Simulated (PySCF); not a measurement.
C₃H₁₀AsGa.
Z-matrix (Å and degrees, PBE0-D3(BJ)/def2-SVP geometry), rows numbered from 1:
```
As
Ga  1  2.6604
C   2  1.9722  1   93.44
C   3  1.5131  2  120.61  1    64.11
C   4  1.4923  3   60.42  2   108.25
H   1  1.5141  2  125.90  3  -178.15
H   1  1.5126  2  118.76  3    57.67
H   1  1.5118  2  116.14  3   -57.08
H   2  1.5768  1   98.48  3  -122.21
H   2  1.5826  1   96.24  3   115.91
H   3  1.0965  2  116.64  1   -82.33
H   4  1.0947  3  118.22  5   107.80
H   4  1.0961  3  118.79  5  -107.74
H   5  1.0943  3  118.04  4  -108.03
H   5  1.0950  3  118.68  4   107.96
```

Computed, not measured: TDDFT B3LYP/def2-SVPD, vertical, gas phase, core orbitals frozen in the response in PySCF. The B3LYP/def2-SVPD calculation is non-relativistic and has no spin–orbit coupling, an omission that weighs most on arsenic and gallium.

Kohn–Sham orbitals with the atoms that hold most of them (Löwdin shares over 4%, at most four atoms; ? is withheld):

```csv
orbital,ε (eV),atoms
HOMO-3,-8.48,"C4 25%, C5 19%, C3 19%, Ga2 9%"
HOMO-2,-7.70,"C3 26%, C5 18%, As1 14%, C4 11%"
HOMO-1,-7.56,"Ga2 33%, H10 24%, H9 20%, C3 9%"
HOMO,-6.97,?
LUMO,-0.67,?
LUMO+1,-0.28,"As1 51%, H7 17%, H8 14%, Ga2 7%"
LUMO+2,-0.22,"As1 49%, H6 23%, H8 8%, H7 6%"
```

Q: Which atoms hold the HOMO, and with what shares?

A: C3 (bonded to 2 C, Ga and H) 30%; Ga2 (bonded to As, C and 2 H) 20%; C4 (bonded to 2 C and 2 H) 14%; C5 (bonded to 2 C and 2 H) 14%. By element: carbon 58%, gallium 20%.

Q: Give the leading atoms of the LUMO.

A: As1 (bonded to Ga and 3 H) 28%; Ga2 (bonded to As, C and 2 H) 19%; H8 (bonded to As) 13%; H7 (bonded to As) 12%. By element: arsenic 28%, hydrogen 25% or more, gallium 19%.

Q: The HOMO–LUMO gap is 6.31 eV. Where does the response calculation put the lowest singlet, and from which orbitals?

A: S1 is at 5.49 eV (f = 0.0006), 0.81 eV below the gap, made of HOMO→LUMO (98%). Without the coupling terms of the response equations the lowest excitation would equal the gap.

Q: One configuration dominates each of S1, S2, S4, S5 and S8. Which, and how do the shares of the two leading atoms of either orbital change from the occupied to the empty one?

A: 
- S1 (5.49 eV, f 0.0006), HOMO→LUMO (98%): C3 30% → at most 13%, Ga2 20% → 19%, As1 at most 14% → 28%
- S2 (5.91 eV, f 0.0014), HOMO→LUMO+1 (99%): C3 30% → at most 7%, Ga2 20% → 7%, As1 at most 14% → 51%, H7 at most 14% → 17%
- S4 (6.05 eV, f 0.0039), HOMO-1→LUMO (95%): Ga2 33% → 19%, H10 24% → at most 13%, As1 at most 9% → 28%
- S5 (6.26 eV, f 0.086), HOMO-2→LUMO (76%): C3 26% → at most 13%, C5 18% → at most 13%, As1 14% → 28%, Ga2 at most 12% → 19%
- S8 (6.55 eV, f 0.047), HOMO-1→LUMO+1 (83%): Ga2 33% → 7%, H10 24% → at most 7%, As1 at most 9% → 51%, H7 at most 9% → 17%

Löwdin shares depend on the basis, the more so with diffuse functions.

The run took 3.4 min wall on x86-64 server, one thread (shared host).

One conformer stands for the species.
